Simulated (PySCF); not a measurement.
From computed data to an observable: chemical shift, span and skew from a shielding tensor

(E)-2-bromo-1-fluoroprop-1-ene (C3H4BrF), SMILES C/C(Br)=C\F. Atoms are numbered in the order given.

```xyz
9

C     -1.6725     0.9225     0.0000
C     -0.2350     0.5421     0.0000
Br     0.1605    -1.3054     0.0000
C      0.7926     1.3926     0.0000
F      0.5959     2.7093     0.0000
H     -2.1847     0.5204     0.8879
H     -1.7679     2.0169     0.0000
H     -2.1847     0.5204    -0.8879
H      1.8461     1.1043     0.0000
```

Geometry: PBE0-D3(BJ)/def2-SVP.

GIAO shieldings from PBE0/pcSseg-1 run with PySCF, non-relativistic, no solvent. The symmetric part of the tensor of F5 has the principal values 205.2, 270.1, 383.9 ppm. The same nucleus in CFCl3 has σ = 167.2 ppm at this level (PySCF, at its B3LYP-D3(BJ)/def2-TZVP geometry). Without spin–orbit terms, shifts of atoms bonded to Cl or Br come out too high.

### Question
Work out the isotropic shielding, the ¹⁹F shift against CFCl3, the span and the skew.

### Answer

σ(iso) = (σ11 + σ22 + σ33)/3 = 286.4 ppm. δ = σ(ref) − σ(iso) = 167.2 − (286.4) = -119.2 ppm.
Span Ω = σ33 − σ11 = 178.7 ppm. Skew κ = 3(σ(iso) − σ22)/Ω = 0.27. Tumbling in solution averages the tensor to δ; in a static solid the shielding alone would spread this spin-1/2 line over Ω.
